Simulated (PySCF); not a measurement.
SMILES CC(C)(C)[SiH2][SiH2]Br (C4H13BrSi2) at its GFN2-xTB optimised geometry (Å):

```
20

C      0.3866    -1.2936     1.2463
C      0.8862    -0.5610     0.0000
C      0.3908    -1.2943    -1.2469
C      2.4138    -0.5610     0.0000
Si     0.2525     1.2491     0.0000
Si    -2.0564     1.3228     0.0548
Br    -2.7373     1.9680     2.0830
H      0.7217    -0.7928     2.1529
H     -0.7018    -1.3428     1.2677
H      0.7665    -2.3152     1.2661
H     -0.6976    -1.3369    -1.2776
H      0.7642    -2.3184    -1.2592
H      0.7390    -0.7997    -2.1523
H      2.8024    -0.0590     0.8836
H      2.7967    -1.5817    -0.0048
H      2.8016    -0.0506    -0.8796
H      0.8403     1.9484     1.1509
H      0.7279     1.9231    -1.2177
H     -2.6878     2.3184    -0.8074
H     -2.8024     0.0761    -0.1196
```

Level of theory: B3LYP/def2-SVP (PySCF). Cells within 0.4 Å of a nucleus heavier than hydrogen are left out (blank, or x).

Map of the log10 of the electron density (e/bohr³), floored at −4 on the plane z = 0.0 Å:

```
|0000000000000000000000000000000|
|0000000000000000000000000000000|
|0000000000000000000000000000000|
|0000001111000000000000000000000|
|0000112222211111111100000000000|
|0001233333322222222211000000000|
|0012344554433333443322100000000|
|0012355665554445555432100000000|
|0023456776665556666543210000000|
|0123456777766666776543210000000|
|012345679x877779987653221100000|
|01234567xxx7778xx97654332210000|
|012346779x87777xx97654444321000|
|0123567877777777877655555432100|
|0124568887666667787766776543100|
|0123568876555567888878887653200|
|00234677655444578xx888xx8653210|
|00124555544344578xx889xx8753210|
|0001234443334457888888888753200|
|0000122222234456777777898753200|
|0000001111234455666556788653200|
|0000000001223344555445677643100|
|0000000000122334444434555432100|
|0000000000011223344333344321000|
|0000000000000122333222222110000|
|0000000000000011222211110000000|
|0000000000000000111100000000000|
|0000000000000000000000000000000|
|0000000000000000000000000000000|
|0000000000000000000000000000000|
|0000000000000000000000000000000|
```
Scale: ten equal steps from -4.00 (start of '0') to -0.163 (end of '9'), in the order '0123456789'; x runs from -5.00 to 5.00, y from -5.00 (bottom) to 5.00 (top).
